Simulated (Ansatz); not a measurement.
Compare A (`C/C=C/[SiH2][SiH3]`) with its isomer B (`C1C[SiH2][SiH2]C1`).

Isolated molecules relaxed with PBE0-D4/def2-TZVP in Ansatz; ΔE leaves out vibrations. CCSD(T)/CBS is the MP2 limit (def2-TZVPP, def2-QZVPP) plus CCSD(T) − MP2 in def2-TZVPP, frozen cores. Functionals use def2-TZVPP. B3LYP here is the variant with VWN-RPA as its local correlation; programs differ in this. Each species was taken in one conformer, which may not be the lowest.

A:

```xyz
15

C    -1.631    0.137   -2.340
C    -0.459    0.350   -1.446
C    -0.023   -0.505   -0.521
Si    1.424   -0.161    0.588
Si    0.743    0.020    2.822
H    -1.330    0.180   -3.392
H    -2.376    0.926   -2.198
H    -2.108   -0.827   -2.155
H     0.070    1.294   -1.582
H    -0.566   -1.443   -0.399
H     2.069    1.112    0.158
H     2.435   -1.255    0.501
H    -0.188    1.170    2.991
H     1.909    0.222    3.727
H     0.033   -1.218    3.247
```

B:

Z-matrix (Å, degrees):
```
C
C 1 1.534
C 1 1.534 2 111.8
H 1 1.097 2 109.2 3 121.0
H 1 1.095 2 110.2 3 -122.9
Si 2 1.898 1 108.7 3 -53.0
H 2 1.096 1 109.6 3 65.0
H 2 1.093 1 111.4 3 -177.0
Si 3 1.898 1 108.8 2 52.9
H 3 1.096 1 109.6 2 -65.1
H 3 1.093 1 111.4 2 177.0
H 6 1.488 2 112.9 1 147.8
H 6 1.490 2 111.4 1 -90.3
H 9 1.490 3 111.4 1 90.4
H 9 1.488 3 112.9 1 -147.7
```

Problem. Which is lower in electronic energy at CCSD(T)/CBS, and by how much? (An estimate is asked.)

Solution. Ansatz gave: B, by 19.3 kcal/mol.

Problem. Give E(B) − E(A) in kcal/mol with PBE0-D4, PBE-D4, B3LYP, r2SCAN-D4, B2PLYP, MP2/def2-TZVPP, CCSD(T)/def2-TZVPP. (An estimate is asked.)

Solution. Ansatz gave: PBE0-D4 -22.2, PBE-D4 -19.9, B3LYP -13.4, r2SCAN-D4 -19.6, B2PLYP -16.2, MP2/def2-TZVPP -21.4, CCSD(T)/def2-TZVPP -18.7. None reverses the order clearly.

Largest T1 diagnostic: 0.012.

From PBE to PBE0 (25 % exact exchange), in def2-TZVPP and without D4, E(B) − E(A) moves by −2.6 kcal/mol. In def2-TZVPP, CCSD(T) changes the Hartree–Fock value by −7.4 kcal/mol (the triples alone add −0.3 kcal/mol) and MP2 by −10.1 kcal/mol.
